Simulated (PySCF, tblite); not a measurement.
Species: C₆H₁₃ClOSi.
Numbering: `[CH2:1]=[CH:2][CH2:3][Si@@H:4]([Cl:5])[C@H:6]([CH3:7])[O:8][CH3:9]` (hydrogens: H10, H11 on C1; H12 on C2; H13, H14 on C3; H15 on Si4; H16 on C6; H17, H18, H19 on C7; H20, H21, H22 on C9)

Structure used (GFN2-xTB), in Å, numbered top down from 1:
```
atom  x, y, z in Å
C1     3.8061    0.8825    0.6405
C2     2.9029    0.0509    1.1260
C3     1.4309    0.2836    1.0827
Si4    0.6120   -0.7817   -0.2738
Cl5    0.9772   -2.7427    0.0937
C6    -1.2870   -0.5149   -0.2666
C7    -2.0070   -1.3269   -1.3419
O8    -1.4074    0.8906   -0.4545
C9    -2.6881    1.4172   -0.2160
H10    3.5250    1.8206    0.1903
H11    4.8598    0.6664    0.6771
H12    3.2102   -0.8882    1.5665
H13    1.2237    1.3336    0.8797
H14    0.9965    0.0412    2.0553
H15    1.1523   -0.4580   -1.5933
H16   -1.7231   -0.7787    0.7119
H17   -1.6710   -1.0149   -2.3279
H18   -1.7801   -2.3816   -1.2110
H19   -3.0866   -1.1999   -1.2854
H20   -2.5850    2.5009   -0.2412
H21   -3.0638    1.1098    0.7679
H22   -3.4079    1.1096   -0.9819
```

Computed with PBE0/pcSseg-1 in PySCF (dipole) on a GFN2-xTB geometry, gas phase.

Masses are those of the commonest isotopes; rigid-rotor values at the optimised geometry. The values belong to one conformer with, in the numbering `[CH2:1]=[CH:2][CH2:3][Si@@H:4]([Cl:5])[C@H:6]([CH3:7])[O:8][CH3:9]`, C1–C2–C3–Si4 104°, C2–C3–Si4–Cl5 59°, C3–Si4–C6–C7 179°, Si4–C6–O8–C9 -167°.

**Question.** What are A, B and C (MHz)?

**Answer.** Ia = 358.10, Ib = 694.15, Ic = 985.02 u·Å²; 505379 MHz·u·Å²/I gives A = 1411, B = 728.1, C = 513.1 MHz.

**Question.** What kind of rotor is it?

**Answer.** An asymmetric top; Ray's κ = -0.521.

**Question.** Is it planar, by Δ = Ic − Ia − Ib?

**Answer.** Not planar: Δ = Ic − Ia − Ib = -67.24 u·Å². For a rigid frame Δ = −2 Σ m c², so Σ m c² = 33.62 u·Å² lies off the ab plane: 14.78 from hydrogen and 18.84 from heavier atoms. The atom farthest from that plane is 1.76 Å away.

**Question.** Where do the levels up to J = 4 lie, in MHz?

**Answer.** Above 0(0,0):
J = 1: 1(0,1) 1241, 1(1,1) 1924, 1(1,0) 2139
J = 2: 2(0,2) 3680, 2(1,2) 4192, 2(1,1) 4837, 2(2,1) 6886, 2(2,0) 6929
J = 3: 3(0,3) 7241, 3(1,3) 7568, 3(1,2) 8852, 3(2,2) 10610, 3(2,1) 10815, 3(3,1) 14588, 3(3,0) 14593
J = 4: 4(0,4) 11849, 4(1,4) 12030, 4(1,3) 14142, 4(2,3) 15540, 4(2,2) 16102, 4(3,2) 19625, 4(3,1) 19663, 4(4,1) 25097, 4(4,0) 25097
The levels of one J sum to (2J + 1)J(J + 1)(A + B + C)/3.

**Question.** Predict some low-J microwave lines.

**Answer.** The dipole components are |μa| = 1.97 D, |μb| = 0.91 D, |μc| = 0.74 D. The squared components, which scale the intensities, stand as 1.00 : 0.21 : 0.14 (a : b : c). Some lines, for components of 0.1 D or more:

```csv
type,branch,"J(Ka,Kc)",MHz,lower level (cm⁻¹)
c,Q,"2(1,2) ← 2(0,2)",511,0.123
b,Q,"2(1,1) ← 2(0,2)",1156,0.123
b,Q,"3(1,2) ← 3(0,3)",1611,0.242
c,Q,"3(2,2) ← 3(1,2)",1758,0.295
b,R,"1(1,1) ← 0(0,0)",1924,0.000
b,Q,"3(2,1) ← 3(1,2)",1963,0.295
b,R,"3(1,2) ← 2(2,1)",1966,0.230
b,Q,"2(2,0) ← 2(1,1)",2093,0.161
c,R,"1(1,0) ← 0(0,0)",2139,0.000
a,R,"2(1,2) ← 1(1,1)",2267,0.064
b,R,"2(1,2) ← 1(0,1)",2950,0.041
b,R,"3(0,3) ← 2(1,2)",3049,0.140
c,Q,"3(3,1) ← 3(2,1)",3773,0.361
a,R,"3(2,1) ← 2(2,0)",3886,0.231
b,Q,"3(3,1) ← 3(2,2)",3978,0.354
a,R,"3(1,2) ← 2(1,1)",4015,0.161
c,R,"3(2,1) ← 2(1,1)",5979,0.161
b,R,"3(3,1) ← 2(2,0)",7658,0.231
c,R,"3(3,0) ← 2(2,0)",7664,0.231
c,R,"3(3,1) ← 2(2,1)",7702,0.230
```

Its GFN2-xTB frequencies are all real (lowest 27 cm⁻¹). Zero-point vibration and centrifugal distortion are left out. A rigid rotor knows nothing of internal rotation, which can split or shift real lines. Quadrupole hyperfine structure (35Cl) is left out.
